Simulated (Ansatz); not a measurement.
`C[Si](C)(C)C#Cc1ccc(-c2ccc(-c3ccc(C#C[Si](C)(C)C)cc3)cc2)cc1` with charge -1. The state is a doublet with charge -1. Geometry PBE-D4/def2-SVP, that of the neutral singlet; atoms count from 1.

```xyz
60

C    -1.569   10.050    4.254
Si    0.022    9.742    3.280
C     0.106   10.884    1.775
C     1.534   10.002    4.386
C     0.018    7.991    2.691
C     0.016    6.819    2.296
C     0.013    5.468    1.842
C    -1.036    4.582    2.197
C    -1.034    3.260    1.748
C     0.007    2.761    0.929
C     0.003    1.358    0.456
C    -1.206    0.680    0.176
C    -1.209   -0.643   -0.272
C    -0.003   -1.358   -0.458
C    -0.006   -2.761   -0.930
C     0.980   -3.681   -0.500
C     0.981   -5.005   -0.941
C    -0.012   -5.469   -1.842
C    -0.016   -6.819   -2.296
C    -0.019   -7.990   -2.691
Si   -0.023   -9.742   -3.279
C     1.102   -9.873   -4.793
C    -1.796  -10.219   -3.733
C     0.621  -10.844   -1.884
C    -1.002   -4.550   -2.277
C    -0.995   -3.229   -1.828
C     1.206   -0.681   -0.176
C     1.209    0.644    0.267
C     1.051    3.650    0.578
C     1.058    4.974    1.020
H    -1.603   11.095    4.626
H    -2.463    9.881    3.619
H    -1.638    9.371    5.128
H     0.112   11.947    2.093
H     1.026   10.695    1.184
H    -0.766   10.727    1.108
H     2.472    9.803    3.830
H     1.568   11.047    4.758
H     1.506    9.324    5.263
H    -1.849    4.947    2.841
H    -1.846    2.587    2.061
H    -2.163    1.210    0.294
H    -2.170   -1.142   -0.464
H     1.747   -3.355    0.219
H     1.750   -5.706   -0.586
H     1.123  -10.916   -5.173
H     0.746   -9.215   -5.612
H     2.141   -9.576   -4.544
H    -1.837  -11.268   -4.093
H    -2.190   -9.564   -4.537
H    -2.469  -10.128   -2.857
H     0.635  -11.907   -2.202
H    -0.020  -10.762   -0.983
H     1.653  -10.558   -1.596
H    -1.774   -4.892   -2.983
H    -1.760   -2.532   -2.203
H     2.165   -1.199   -0.327
H     2.169    1.133    0.492
H     1.861    3.300   -0.080
H     1.874    5.651    0.726
```

Single mean-field runs in def2-TZVP are fitted with def2-universal-jkfit. The highest occupied level of the charge -1 doublet lies above zero (up to 0.05 eV). By energy differences its removal costs 0.99 eV (vertical, to the charge 0 singlet, at PBE0-D4/def2-TZVP); self-interaction error and the lack of diffuse functions both raise the level.

**Question.** Estimate the Mulliken populations of the heavy atoms from the PBE0/def2-TZVP orbitals of Ansatz.

**Answer.** 
```json
{"atom": "C1", "charge (e)": "-0.49", "spin (α − β)": "0.00"}
{"atom": "Si2", "charge (e)": "0.35", "spin (α − β)": "0.02"}
{"atom": "C3", "charge (e)": "-0.48", "spin (α − β)": "0.00"}
{"atom": "C4", "charge (e)": "-0.48", "spin (α − β)": "0.00"}
{"atom": "C5", "charge (e)": "-0.03", "spin (α − β)": "0.11"}
{"atom": "C6", "charge (e)": "0.01", "spin (α − β)": "-0.04"}
{"atom": "C7", "charge (e)": "-0.07", "spin (α − β)": "0.12"}
{"atom": "C8", "charge (e)": "-0.21", "spin (α − β)": "0.01"}
{"atom": "C9", "charge (e)": "-0.23", "spin (α − β)": "0.04"}
{"atom": "C10", "charge (e)": "0.16", "spin (α − β)": "0.07"}
{"atom": "C11", "charge (e)": "0.13", "spin (α − β)": "0.09"}
{"atom": "C12", "charge (e)": "-0.23", "spin (α − β)": "0.03"}
{"atom": "C13", "charge (e)": "-0.23", "spin (α − β)": "0.03"}
{"atom": "C14", "charge (e)": "0.13", "spin (α − β)": "0.09"}
{"atom": "C15", "charge (e)": "0.16", "spin (α − β)": "0.07"}
{"atom": "C16", "charge (e)": "-0.23", "spin (α − β)": "0.04"}
{"atom": "C17", "charge (e)": "-0.21", "spin (α − β)": "0.01"}
{"atom": "C18", "charge (e)": "-0.07", "spin (α − β)": "0.12"}
{"atom": "C19", "charge (e)": "0.01", "spin (α − β)": "-0.04"}
{"atom": "C20", "charge (e)": "-0.03", "spin (α − β)": "0.11"}
{"atom": "Si21", "charge (e)": "0.35", "spin (α − β)": "0.02"}
{"atom": "C22", "charge (e)": "-0.48", "spin (α − β)": "0.00"}
{"atom": "C23", "charge (e)": "-0.49", "spin (α − β)": "0.00"}
{"atom": "C24", "charge (e)": "-0.49", "spin (α − β)": "0.00"}
{"atom": "C25", "charge (e)": "-0.21", "spin (α − β)": "0.01"}
{"atom": "C26", "charge (e)": "-0.23", "spin (α − β)": "0.04"}
{"atom": "C27", "charge (e)": "-0.23", "spin (α − β)": "0.03"}
{"atom": "C28", "charge (e)": "-0.23", "spin (α − β)": "0.03"}
{"atom": "C29", "charge (e)": "-0.23", "spin (α − β)": "0.04"}
{"atom": "C30", "charge (e)": "-0.21", "spin (α − β)": "0.01"}
```
Mulliken values and Mayer orders depend strongly on the basis.

**Question.** Where does the spin sit?

**Answer.** Summed by element: C 0.97, Si 0.04, H -0.01, of 1 unpaired in all. Largest on single atoms: C7 0.12, C18 0.12, C5 0.11.

**Question.** And the Mayer bond orders between bonded heavy atoms (over 0.3)?

**Answer.** C1–Si2 0.98 (1.89 Å); Si2–C3 0.98 (1.89 Å); Si2–C4 0.98 (1.89 Å); Si2–C5 1.07 (1.85 Å); C5–C6 2.52 (1.24 Å); C6–C7 1.14 (1.42 Å); C7–C8 1.30 (1.42 Å); C7–C30 1.30 (1.42 Å); C8–C9 1.51 (1.40 Å); C9–C10 1.30 (1.42 Å); C10–C11 0.98 (1.48 Å); C10–C29 1.30 (1.42 Å); C11–C12 1.31 (1.41 Å); C11–C28 1.31 (1.41 Å); C12–C13 1.52 (1.40 Å); C13–C14 1.31 (1.41 Å); C14–C15 0.98 (1.48 Å); C14–C27 1.31 (1.41 Å); C15–C16 1.30 (1.42 Å); C15–C26 1.30 (1.42 Å); C16–C17 1.51 (1.40 Å); C17–C18 1.30 (1.42 Å); C18–C19 1.14 (1.42 Å); C18–C25 1.30 (1.42 Å); C19–C20 2.52 (1.24 Å); C20–Si21 1.07 (1.85 Å); Si21–C22 0.97 (1.89 Å); Si21–C23 0.98 (1.89 Å); Si21–C24 0.98 (1.89 Å); C25–C26 1.51 (1.40 Å); C27–C28 1.52 (1.40 Å); C29–C30 1.51 (1.40 Å).
